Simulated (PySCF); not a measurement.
A geometry optimisation on `N(/[SiH2]O)=C\C`.

Method: PBE0-D3(BJ)/def2-SVP geometry optimisation, gas phase (PySCF 2.14.0). Start geometry: GFN2-xTB. The command runs a driver script over a list of jobs; the input below is this job's line of settings and its coordinates in Å.

Command:
```bash
OMP_NUM_THREADS=1 python probes_run.py task.json out
```

Input:
```
{"job": {"xc": "PBE0", "basis": "def2-SVP", "d3": "d3bj", "grid": 1, "shake": 0.01, "kind": "geom"}, "charge": 0, "multiplicity": 1}
C      2.222910    -0.058470    -0.176390
C      0.852360    -0.183990     0.442980
N     -0.219270    -0.060220    -0.217480
Si    -1.843300    -0.210210     0.156420
O     -2.624090     1.062340    -0.517490
H      2.745590     0.774160     0.310760
H      2.779630    -0.954480    -0.042470
H      2.125180     0.189230    -1.245990
H      0.876230    -0.393080     1.542370
H     -2.247300    -1.472260    -0.481550
H     -2.318850    -0.129060     1.557690
H     -2.309410     1.407780    -1.337870
```

Question: What does the run print?

Answer: 
```
step   0  E = -499.31839765  max force = 0.041208
step   1  E = -499.32462255  max force = 0.005079
step   2  E = -499.32490832  max force = 0.003178
step   3  E = -499.32491093  max force = 0.002756
step   4  E = -499.32499529  max force = 0.001607
step   5  E = -499.32505792  max force = 0.001040
step   6  E = -499.32512172  max force = 0.001302
step   7  E = -499.32519528  max force = 0.000985
step   8  E = -499.32525824  max force = 0.001080
step   9  E = -499.32528555  max force = 0.001129
step  10  E = -499.32531273  max force = 0.000874
step  11  E = -499.32532945  max force = 0.000441
step  12  E = -499.32533879  max force = 0.000351
optimisation converged
```

Energies in Eh; «max force» is the largest Cartesian gradient component in Eh/bohr.

Question: Give the first gradient maximum in eV/Å.

Answer: With 1 Eh/bohr = 51.422 eV/Å, 2.119 eV/Å.

Question: How much energy does the optimisation release, in kcal/mol?

Answer: E(step 0) − E(last step) = 0.006941 Eh, which is 4.4 kcal/mol.

Summary of the converged run: final energy -499.32534 Eh after 12 steps; dipole 1.84 D.

Question: Where do the atoms end?

Answer: 0.195 Å rms from the input after alignment:
```
atom  x, y, z in Å
C1     2.2483   -0.0295   -0.0338
C2     0.8197   -0.1479    0.3824
N3    -0.1493   -0.1241   -0.4319
Si4   -1.8340   -0.2297    0.0151
O5    -2.6291    1.1398   -0.4847
H6     2.7229    0.8261    0.4749
H7     2.8091   -0.9271    0.2760
H8     2.3216    0.0954   -1.1220
H9     0.6692   -0.2625    1.4823
H10   -2.3735   -1.4532   -0.6491
H11   -2.0418   -0.2951    1.4939
H12   -2.5203    1.3733   -1.4114
```

Hardware: one thread, Arm Neoverse N1 (aarch64), no GPU, shared host with 64 logical CPUs at a one-minute load of 61. Cost: 86 s of wall time, 0.45 GiB resident at most.
Labels such as C1 count atoms from 1, the log's own numbers from 0.
